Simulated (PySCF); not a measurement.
C₅H₂F₃NS.
Numbering: `[F:1][C:2]([F:3])=[C:4]([F:5])[c:6]1[cH:7][n:8][s:9][cH:10]1` (hydrogens: H11 on C7; H12 on C10)

Method: PBE0-D3(BJ)/def2-SVP geometry optimisation, gas phase in PySCF; density fitting, grid level 1; the optimiser is geomeTRIC in internal coordinates, started from a GFN2-xTB structure with every atom displaced at random (about 0.01 Å).

Step 0: E = -25658.0486 eV
```
atom  x, y, z in Å  |  force x, y, z in eV/Å
F1      3.3396   -0.0987    0.3570   -1.652  -0.203  -0.221
C2      2.0402   -0.3841    0.1548    3.048  -1.561  -0.258
F3      1.9012   -1.6381   -0.2602   -0.087   0.843   0.279
C4      1.0555    0.4613    0.3385   -2.477   1.066   0.173
F5      1.3209    1.6992    0.7523    0.309   0.038   0.035
C6     -0.3897    0.1959    0.1475    1.343   0.083   0.187
C7     -0.9686   -1.0281   -0.2839   -0.406   0.822   0.155
N8     -2.2599   -1.0088   -0.3868   -1.243  -0.858  -0.229
S9     -2.8972    0.4406    0.0515    0.240  -0.067  -0.094
C10    -1.3792    1.1216    0.3798    0.136   0.088   0.006
H11    -0.4593   -1.9322   -0.5215    0.636  -0.810  -0.246
H12    -1.2637    2.1380    0.7060    0.154   0.561   0.215
```

Step 1: E = -25658.1697 eV
```
atom  x, y, z in Å  |  force x, y, z in eV/Å
F1      3.2895    0.0216    0.2421    0.356  -0.249   0.117
C2      2.0619   -0.4045    0.1899   -0.514   0.575  -0.048
F3      1.9581   -1.6787   -0.0724    0.008  -0.132  -0.086
C4      1.0232    0.4352    0.3472    0.261  -0.292  -0.015
F5      1.3455    1.6910    0.6785   -0.140   0.053  -0.065
C6     -0.3898    0.1649    0.1697   -0.017   0.107   0.123
C7     -1.0096   -1.0307   -0.3195    0.158  -0.121  -0.079
N8     -2.3110   -1.0046   -0.4496   -0.008   0.005   0.086
S9     -2.8858    0.4701    0.0288   -0.076   0.071   0.007
C10    -1.3592    1.1160    0.4210   -0.010  -0.065  -0.051
H11    -0.4707   -1.9434   -0.5932   -0.021   0.061   0.012
H12    -1.2124    2.1296    0.7924    0.002  -0.013  -0.002
```

Step 2: E = -25658.1722 eV
```
atom  x, y, z in Å  |  force x, y, z in eV/Å
F1      3.2966   -0.1324    0.3245    0.043   0.326   0.052
C2      2.0298   -0.4018    0.1620    0.465   0.189   0.175
F3      1.8782   -1.6569   -0.1714   -0.379  -0.134  -0.069
C4      1.0310    0.4763    0.3350   -0.186   0.048  -0.043
F5      1.3115    1.7388    0.6786    0.307  -0.238   0.013
C6     -0.3808    0.2015    0.1665    0.027  -0.101  -0.156
C7     -0.9589   -1.0202   -0.3074   -0.235   0.058   0.130
N8     -2.2646   -1.0347   -0.4031   -0.075  -0.061  -0.105
S9     -2.8842    0.4322    0.0480    0.024  -0.077   0.036
C10    -1.3730    1.1297    0.4094    0.071  -0.050  -0.026
H11    -0.3939   -1.9172   -0.5735   -0.066   0.038  -0.004
H12    -1.2519    2.1514    0.7663    0.005   0.002  -0.004
```

Step 3: E = -25658.1967 eV
```
atom  x, y, z in Å  |  force x, y, z in eV/Å
F1      3.3094   -0.0744    0.3802   -0.167  -0.064  -0.107
C2      2.0571   -0.3851    0.1661    0.094  -0.011   0.105
F3      1.8998   -1.6336   -0.1976    0.084  -0.062  -0.003
C4      1.0349    0.4643    0.3241   -0.003   0.063  -0.029
F5      1.3418    1.7147    0.6834   -0.062  -0.004   0.069
C6     -0.3791    0.1821    0.1489   -0.099   0.055  -0.125
C7     -0.9937   -1.0296   -0.3100    0.015  -0.118   0.052
N8     -2.3006   -1.0327   -0.3927    0.057   0.004  -0.019
S9     -2.8924    0.4416    0.0686    0.081   0.017   0.010
C10    -1.3627    1.1173    0.3957   -0.003   0.114   0.064
H11    -0.4492   -1.9363   -0.5799    0.004  -0.016  -0.020
H12    -1.2253    2.1384    0.7481   -0.001   0.022   0.004
```

**Question.** Estimate the geometry and energy of step 4. (The exact step hangs on the optimiser's Hessian estimate; all steps are aligned on step 3, rigid shifts and turns removed.)

**Answer.** E = -25658.2002 eV, largest force 0.084 eV/Å
```
atom  x, y, z in Å  |  force x, y, z in eV/Å
F1      3.3044   -0.0602    0.3408   -0.001  -0.028   0.025
C2      2.0534   -0.3900    0.1724   -0.018   0.025  -0.051
F3      1.9097   -1.6432   -0.1832    0.003  -0.019  -0.011
C4      1.0291    0.4593    0.3289    0.040  -0.031   0.034
F5      1.3353    1.7041    0.7069   -0.030   0.032  -0.001
C6     -0.3846    0.1840    0.1470    0.081  -0.002   0.005
C7     -0.9920   -1.0342   -0.3071    0.018   0.065   0.007
N8     -2.2971   -1.0305   -0.4018   -0.029   0.022   0.047
S9     -2.8860    0.4453    0.0598   -0.076   0.020  -0.025
C10    -1.3618    1.1263    0.3962    0.006  -0.080  -0.024
H11    -0.4463   -1.9419   -0.5739    0.005   0.009  -0.004
H12    -1.2243    2.1478    0.7490    0.002  -0.010  -0.003
```

The energy changes by -0.0035 eV. The first-order estimate −F·Δx gives -0.0112 eV and the mean of the old and new forces, exact on a quadratic surface, -0.0036 eV. The step makes an angle of 62° with the force vector and moves no atom by more than 0.042 Å.

What follows is the cost of the whole optimisation. On one thread of an Arm Neoverse N1, shared host, this took 4.0 min of wall time and 0.61 GiB of memory at its peak.
